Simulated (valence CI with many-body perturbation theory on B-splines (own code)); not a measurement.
Values are calculated unless marked as measured or tabulated.
**Energy levels of Tc XII**

Level of theory: valence CI with perturbative core correlation (CI+MBPT): four valence electrons over a frozen Dirac-Fock core [Ar] 3d10, radial functions for each j: 9 s, 9 p, 8 d, 6 f, 3 g, 1 h, with the one-electron correlation potential Σ1 (screened to all orders), the two-electron term Σ2, the three-electron term Σ3, Breit, model QED; selected single and double excitations, second order for the rest, scaled by the run's own slope (own B-spline code, finite nucleus).

No measured spectrum was set against this ion. As an estimate, levels hold to about 250 cm⁻¹ or 0.2 % of their energy and the worst to 1 %, as in measured heavy ions of charge 2 to 7; those with d or f electrons hold less well.

Levels 1 to 32 of 32, with energies above the lowest level, 4s²4p² ³P_0. "Leading %" is the weight of the configuration and term that name the level; weights of strongly mixed levels are sums over their largest components and can fall short, so below about 35 % the name and the second component can differ from the true leading terms, or belong to a minority configuration.

```
No.  Configuration  Term  J  E (eV)  Leading %  Second component      g
  1         4s²4p²    ³P  0   0.000         87    11 % 4s²4p² ¹S       
  2         4s²4p²    ³P  1   2.667         98                    1.500
  3         4s²4p²    ³P  2   3.967         64    34 % 4s²4p² ¹D  1.328
  4         4s²4p²    ¹D  2   7.916         64    34 % 4s²4p² ³P  1.171
  5         4s²4p²    ¹S  0  11.855         86    11 % 4s²4p² ³P       
  6          4s4p³   ⁵S°  2  27.381         93     6 % 4s4p³ ³P°  1.965
  7          4s4p³   ³D°  1  33.794         77    12 % 4s4p³ ³P°  0.652
  8          4s4p³   ³D°  2  33.992         75    14 % 4s4p³ ³P°  1.242
  9          4s4p³   ³D°  3  35.061         93   6 % 4s²4p4d ³D°  1.333
 10          4s4p³   ³P°  0  38.411         94   5 % 4s²4p4d ³P°       
 11          4s4p³   ³P°  1  38.799         78    12 % 4s4p³ ³D°  1.381
 12          4s4p³   ³P°  2  39.240         57    16 % 4s4p³ ³D°  1.369
 13          4s4p³   ¹D°  2  43.363         61  18 % 4s²4p4d ¹D°  1.089
 14          4s4p³   ³S°  1  44.941         63    30 % 4s4p³ ¹P°  1.654
 15          4s4p³   ¹P°  1  49.365         59    31 % 4s4p³ ³S°  1.311
 16        4s²4p4d   ³F°  2  51.383         92                    0.688
 17        4s²4p4d   ³F°  3  52.967         93                    1.089
 18        4s²4p4d   ³F°  4  55.453         98                    1.250
 19        4s²4p4d   ³P°  2  55.875         40  33 % 4s²4p4d ¹D°  1.231
 20        4s²4p4d   ³D°  1  57.115         52  33 % 4s²4p4d ³P°  0.896
 21        4s²4p4d   ¹D°  2  58.624         39  24 % 4s²4p4d ³D°  1.135
 22        4s²4p4d   ³P°  0  59.407         93     4 % 4s4p³ ³P°       
 23        4s²4p4d   ³P°  1  59.875         57  34 % 4s²4p4d ³D°  1.123
 24        4s²4p4d   ³D°  3  60.128         84     5 % 4s4p³ ³D°  1.308
 25        4s²4p4d   ³D°  2  60.362         55  33 % 4s²4p4d ³P°  1.280
 26        4s²4p4d   ¹F°  3  64.458         90   5 % 4s²4p4d ³D°  1.019
 27        4s²4p4d   ¹P°  1  65.386         85   5 % 4s²4p4d ³D°  0.980
 28            4p⁴    ³P  2  68.752         61       17 % 4p⁴ ¹D  1.388
 29            4p⁴    ³P  0  71.644         62       16 % 4p⁴ ¹S       
 30            4p⁴    ³P  1  72.100         76   20 % 4s4p²4d ³P  1.498
 31            4p⁴    ¹D  2  73.003         59       17 % 4p⁴ ³P  1.111
 32        4s4p²4d    ⁵F  1  75.731         90    4 % 4s4p²4d ⁵D  0.091
```

Names give the largest LS component (configuration and term), which can be under half, so a name can repeat, a term be missing and a line seem to break the LS rules; names also repeat where a configuration has a term twice.

The ionisation energy to 4s²4p ²P°1/2 of the next ion comes out as 240.01 eV (NIST: 239 ± 2.5 eV (theoretical)). All 32 levels together are meant to be complete up to 75.922 eV.
